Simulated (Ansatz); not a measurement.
Basis-set extrapolation for `C=[C](C)[AlH2]` (PBE0-D4/def2-TZVP geometry, frozen core, the Gaussian-basis code of Ansatz). Multiplicity 1, RHF reference.

```
                      def2-TZVPP   def2-QZVPP
                 HF  -359.612429  -359.625001
    MP2 correlation    -0.582846    -0.620106
CCSD(T) correlation    -0.654102      not run
```

Energies in hartree. Use E(X) = E(∞) + A·exp(−7.88·√X) for Hartree–Fock and E(X) = E(∞) + B·X^(−2.97) for correlation, with X = 3 and 4, and add CCSD(T) minus MP2 of the smaller set to the MP2 limit.

Question: What is the CCSD(T) energy at the basis-set limit?

Answer: HF limit: -359.625001 + (-0.012572) × 0.13774 = -359.62673. MP2 limit: -0.620106 + (-0.037260) × 0.74074 = -0.64771. Higher-order term: -0.654102 − (-0.582846) = -0.07126. Total: -360.34570 hartree, 207.9 kJ/mol below CCSD(T)/def2-TZVPP.
